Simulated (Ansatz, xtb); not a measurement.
**Ranking isomers of C2PSe**

4 gas-phase structures of C2PSe, found in a search over its isomers (lower ones may exist). Each was relaxed with GFN2-xTB:

A. `[C]=C1[P][Se]1`, a doublet
B. `[P]=C=C=[Se]`, a doublet
C. a doublet given by its coordinates
D. `[C]#CP=[Se]`, a doublet

C (Å):

```json
{"atom": "C", "x (Å)": "-0.2044", "y (Å)": "-1.7688", "z (Å)": "0.0426"}
{"atom": "C", "x (Å)": "0.4054", "y (Å)": "-1.2544", "z (Å)": "-0.9478"}
{"atom": "P", "x (Å)": "-0.8836", "y (Å)": "0.1095", "z (Å)": "-0.6506"}
{"atom": "Se", "x (Å)": "0.7128", "y (Å)": "0.0827", "z (Å)": "-2.2289"}
```

Close contacts (Å): C1–C2 1.27, C1–P3 2.11, C2–P3 1.90, C2–Se4 1.88, P3–Se4 2.25.

Which do you expect lowest at r2SCAN-D4/def2-SVP, and how would the others follow?

Calculated order at r2SCAN-D4/def2-SVP: B (0.0), C (210.9), D (228.3), A (241.0) kJ/mol.

Energies above the lowest of each column, in kJ/mol; the last columns are at PBE0-D3(BJ)/def2-SVP geometries and were run for some of them only (a dash: not run or not comparable):

| structure | GFN2-xTB | HF/STO-3G | r2SCAN-D4/def2-SVP | PBE0-D3(BJ)/def2-SVP | CCSD(T)/def2-SVP |
| --- | --- | --- | --- | --- | --- |
| B | 0.0 | 0.0 | 0.0 | not converged | – |
| C | 193.7 | 307.8 | 210.9 | 0.0 | 0.0 |
| D | 142.7 | 216.7 | 228.3 | 39.8 | 92.3 |
| A | 192.1 | 296.4 | 241.0 | – | – |

CCSD(T)/def2-SVP puts C lowest of those it was run on; GFN2-xTB picks B, HF/STO-3G picks B, r2SCAN-D4/def2-SVP picks B. Frequencies (PBE0-D3(BJ)/def2-SVP) were run for C, D alone. Open shells are spin-unrestricted, some with notable spin contamination. Large T1 diagnostics make some coupled-cluster values less sure.

Over these structures GFN2-xTB departs from r2SCAN-D4/def2-SVP by 29.3 kJ/mol on average once a common shift is removed. A GFN2-xTB relaxation took about 0.29 s and the r2SCAN-D4/def2-SVP energy about 7.4 s on a shared host (Ansatz 0.2.0, xtb 6.7.1).
